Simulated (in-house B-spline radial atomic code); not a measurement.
**wB97X excitations of Fe IX (Fe8+)**

Method: wB97X. Computed with an all-electron radial atomic-structure program (B-spline basis): linear response of the closed shell [Ne] 3s2 3p6 with the functional's adiabatic kernel; scalar-relativistic (spin-free one-electron X2C), finite nucleus, no spin-orbit coupling, no double excitations, S, P, D and F terms only. Only terms of natural parity with L up to 3 were computed.

Command:
```bash
python run_td.py task.json out
```
Settings (radii: box in bohr, nucleus in fm):
```
Z                        26
electrons                18
configuration            [Ne] 3s2 3p6
hamiltonian              x2c
method                   wb97x
box_radius               11.59
rms_radius               3.7377
intervals                70
```

Run time, properties included: 1.4 s on 1 thread of Arm Neoverse N1, on a shared host.

The lowest states, in the order of their Tamm-Dancoff energies; the method's threshold (minus the highest occupied level) is 226.44 eV. Labels give the largest channel, * marks a mixed state, and oscillator strengths are full-response dipole values. Semilocal kernels can invert the small singlet-triplet splittings of Rydberg terms. Energies in eV:

```json
{"state": "3p → 3d 3P", "full response": "51.46", "Tamm-Dancoff": "51.62", "oscillator strength": "-"}
{"state": "3p → 3d 3F", "full response": "52.39", "Tamm-Dancoff": "52.58", "oscillator strength": "-"}
{"state": "3p → 3d 1F", "full response": "56.66", "Tamm-Dancoff": "56.68", "oscillator strength": "-"}
{"state": "3p → 3d 1P", "full response": "?", "Tamm-Dancoff": "?", "oscillator strength": "?"}
{"state": "3s → 3d 3D", "full response": "90.58", "Tamm-Dancoff": "90.64", "oscillator strength": "-"}
{"state": "3s → 3d 1D", "full response": "96.05", "Tamm-Dancoff": "96.20", "oscillator strength": "-"}
{"state": "3p → 4s 3P", "full response": "117.41", "Tamm-Dancoff": "117.44", "oscillator strength": "-"}
{"state": "3p → 4s 1P", "full response": "118.34", "Tamm-Dancoff": "118.40", "oscillator strength": "0.317"}
{"state": "3p → 4p 3S", "full response": "127.68", "Tamm-Dancoff": "127.75", "oscillator strength": "-"}
{"state": "3p → 4p 3D", "full response": "128.86", "Tamm-Dancoff": "128.89", "oscillator strength": "-"}
{"state": "3p → 4p 1D", "full response": "129.40", "Tamm-Dancoff": "129.43", "oscillator strength": "-"}
{"state": "3p → 4p 1S", "full response": "134.06", "Tamm-Dancoff": "134.35", "oscillator strength": "-"}
{"state": "3p → 4d 3P", "full response": "145.71", "Tamm-Dancoff": "145.74", "oscillator strength": "-"}
{"state": "3p → 4d 3F", "full response": "146.00", "Tamm-Dancoff": "146.03", "oscillator strength": "-"}
{"state": "3p → 4d 1F", "full response": "146.32", "Tamm-Dancoff": "146.34", "oscillator strength": "-"}
{"state": "3p → 4d 1P", "full response": "?", "Tamm-Dancoff": "?", "oscillator strength": "?"}
```

Where does 3p → 3d 1P lie?

At 72.52 eV in full response, 75.59 eV in Tamm-Dancoff, oscillator strength 2.92.

Where does 3p → 4d 1P lie?

At 147.14 eV in full response, 147.22 eV in Tamm-Dancoff, oscillator strength 0.492.

How large is the singlet-triplet splitting of 3p → 3d (F terms) in Tamm-Dancoff?

4.1 eV, from the unrounded values.

What polarisabilities and dispersion coefficient does the method give?

Dipole 0.4917 bohr³, quadrupole 0.303 bohr⁵, C6 0.5653 hartree·bohr⁶ for two such species.
